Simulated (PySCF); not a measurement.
A species of formula C2H7NO2Si has this rotational fingerprint, computed with PBE0-D3(BJ)/def2-SVP geometry optimisation, gas phase in PySCF:

- Rotational constants: A = 5715, B = 2544, C = 2063 MHz
- Dipole components: |μa| = 0.36 D, |μb| = 0.00 D, |μc| = 1.03 D
- Inertial defect: -42.09 u·Å²
- κ: -0.74

Question: Which candidate fits, each taken in the one conformer that was computed?
A. `[NH2:1][SiH:2]1[O:3][CH2:4][CH2:5][O:6]1` with H–N1–Si2–O3 135° and -47°, N1–Si2–O3–C4 136°, Si2–O3–C4–C5 -28°, O3–C4–C5–O6 33°, C4–C5–O6–Si2 -24°
B. `[CH3:1][O:2][SiH2:3][NH:4][CH:5]=[O:6]` with C1–O2–Si3–N4 179°, O2–Si3–N4–C5 180°, Si3–N4–C5–O6 0°

Answer: A. It is N[SiH]1OCCO1, an asymmetric top, point group C1. The candidates at the same level (rigid rotor, commonest isotopes):

| SMILES | A (MHz) | B (MHz) | C (MHz) | μa (D) | μb (D) | μc (D) | Δ (u·Å²) | point group | rotor |
| --- | --- | --- | --- | --- | --- | --- | --- | --- | --- |
| N[SiH]1OCCO1 | 5715 | 2544 | 2063 | 0.36 | 0.00 | 1.03 | -42.09 | C1 | asymmetric top |
| CO[SiH2]NC=O | 11572 | 1331 | 1221 | 2.43 | 2.14 | 0.00 | -9.29 | Cs | near-prolate asymmetric top |

`CO[SiH2]NC=O` has A 102 % too high. No structure here is proved a minimum.
